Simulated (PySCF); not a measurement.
PySCF 2.14 output of a UHF calculation on a single atom or ion in x2c-TZVPPall with one added diffuse shell each of s, p, d, f type (12s8p8d4f1g, 113 functions), with scalar relativity by spin-free X2C-1e:

```
SCF conv_tol = 1e-09
number electrons alpha = 39  beta = 35
cycle= 1 E= -17822.0808005142  delta_E= -0.0049  |g|= 0.0245  |ddm|= 0.0802
cycle= 2 E= -17822.0810756178  delta_E= -0.000275  |g|= 0.00734  |ddm|= 0.028
cycle= 3 E= -17822.0811424001  delta_E= -6.68e-05  |g|= 0.00256  |ddm|= 0.0198
cycle= 4 E= -17822.0811561959  delta_E= -1.38e-05  |g|= 0.00125  |ddm|= 0.011
cycle= 5 E= -17822.0811575879  delta_E= -1.39e-06  |g|= 0.000173  |ddm|= 0.00387
cycle= 6 E= -17822.0811576364  delta_E= -4.86e-08  |g|= 3.28e-05  |ddm|= 0.000758
cycle= 7 E= -17822.081157637  delta_E= -6.15e-10  |g|= 5.81e-06  |ddm|= 4.95e-05
converged SCF energy = -17822.081157637  <S^2> = 6.0043419  2S+1 = 5.0017365
```

The run itself started from symmetry-adapted Hartree-Fock orbitals and held the occupation by maximum overlap, so the iterations belong to that start.

Problem. Which element, charge and spin multiplicity is this?

Solution. Ir³⁺ (iridium, charge +3), multiplicity 5; the state was [Xe] 4f14 5d6, high-spin 5D determinant.

Spin-orbit coupling, absent here, splits the open shell strongly.
